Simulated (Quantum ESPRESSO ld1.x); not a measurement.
Problem. Au LXXV, 5 electrons, occupied as [He] 2s2 2p1. Method: Dirac Kohn-Sham, PBE, spin-unpolarised, spherical densities, point nucleus; open shells fill j = l - 1/2 first; computed with ld1.x of Quantum ESPRESSO 7.5.

Spin-orbit splittings of the eigenvalues, e(l+1/2) - e(l-1/2), with zeta = 2 splitting/(2l+1) and mean radii in bohr:

shell  occ.  splitting (eV)  zeta (eV)  <r> j=l-1/2  <r> j=l+1/2
2p        1               ?          ?      0.05545      0.06332
3p        0           590.3      393.5       0.1481       0.1594

Estimate the 2p splitting.

Solution. 2026 eV (zeta = 1351 eV).
